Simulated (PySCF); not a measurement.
CH5ClF2Si2, SMILES F[Si@]([SiH3])(CF)Cl.

Geometry optimised at PBE-D3(BJ)/def2-SVP. The structure was generated by enumeration; whether it is a known compound was not checked. One conformer was computed; it need not be the lowest.

The numbers are results of PBE-D3(BJ)/def2-SVP run with PySCF 2.14.0, not measurements.

Frequencies are harmonic and unscaled.

```csv
mode,ν (cm⁻¹),IR (km/mol),moving atoms (share of kinetic energy)
1,55,3.1,"F 58 %, Si 26 %, H 13 %"
2,92,2.4,"F 53 %, H 15 %, Cl 13 %, Si 12 %"
3,102,1.7,"Cl 34 %, Si 30 %, F 18 %, H 14 %"
4,118,0.2,H 89 %
5,156,7.6,"H 27 %, Si 25 %, F 20 %, C 19 %, Cl 9 %"
6,208,5.0,"F 62 %, Cl 19 %, Si 11 %"
7,222,16.4,"F 39 %, Si 26 %, H 19 %, C 13 %"
8,299,10.9,"F 42 %, Cl 25 %, C 13 %, Si 12 %"
9,397,14.8,"Si 54 %, H 15 %, Cl 14 %, C 8 %"
10,486,21.5,"H 77 %, Si 16 %"
11,501,7.8,"H 75 %, Si 16 %"
12,586,141.4,"Si 67 %, Cl 20 %, H 9 %"
13,685,23.7,"C 39 %, H 27 %, Si 25 %, F 8 %"
14,743,66.9,"H 54 %, C 28 %, Si 13 %"
15,828,136.2,"H 81 %, Si 14 %"
16,875,37.8,"F 39 %, Si 37 %, H 23 %"
17,896,34.7,H 97 %
18,902,71.2,"H 83 %, Si 10 %"
19,1025,61.5,"C 51 %, F 42 %"
20,1185,3.4,H 90 %
21,1246,1.5,"H 74 %, C 24 %"
22,1391,5.3,H 94 %
23,2163,34.0,H 99 %
24,2180,64.3,H 96 %
25,2187,58.7,H 96 %
26,2955,10.2,H 95 %
27,3019,9.2,"H 90 %, C 10 %"
```
